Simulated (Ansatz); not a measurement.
Frontier orbitals of `F[SiH2]N[SiH3]`.

```xyz
10

F    -0.7154   -2.4378   -0.2880
Si   -0.9214   -1.0972    0.5636
N    -0.4777    0.3043   -0.3019
Si    1.0866    1.0425   -0.4133
H    -2.3650   -1.0367    0.8858
H    -0.0519   -1.2186    1.7529
H    -1.1938    0.6927   -0.9009
H     1.6537    0.9413   -1.7844
H     1.9656    0.3251    0.5423
H     1.0194    2.4844   -0.0561
```

Total charge 0; spin multiplicity 1. The geometry is a stationary point of PBE0-D4/def2-TZVP. It is one conformer, not always the lowest. Basis def2-TZVPP, Ansatz 0.2.0.

Task: Compute the vertical ionisation energy as the energy of the cation minus that of the neutral molecule, at each level. (Estimate.)

Result: The calculation gave: 
```
               level  IE (eV)  difference from CCSD(T)/CBS(def2)
   PBE-D4/def2-TZVPP     9.97                              -0.63
r2SCAN-D4/def2-TZVPP    10.06                              -0.54
  PBE0-D4/def2-TZVPP    10.21                              -0.39
 B3LYP-D4/def2-TZVPP    10.25                              -0.34
  ωB97X-V/def2-TZVPP    10.40                              -0.19
  ωB97M-V/def2-TZVPP    10.40                              -0.20
   B2PLYP/def2-TZVPP    10.34                              -0.25
       HF/def2-TZVPP     9.24                              -1.35
      MP2/def2-TZVPP    10.74                               0.14
     CCSD/def2-TZVPP    10.38                              -0.21
  CCSD(T)/def2-TZVPP    10.44                              -0.15
       HF/def2-QZVPP     9.23                              -1.36
      MP2/def2-QZVPP    10.82                               0.23
        HF/CBS(def2)     9.23                              -1.36
       MP2/CBS(def2)    10.89                               0.30
      CCSD/CBS(def2)    10.54                              -0.06
   CCSD(T)/CBS(def2)    10.59                               0.00
```

B3LYP here is the variant with VWN-RPA as its local correlation; programs differ in this.
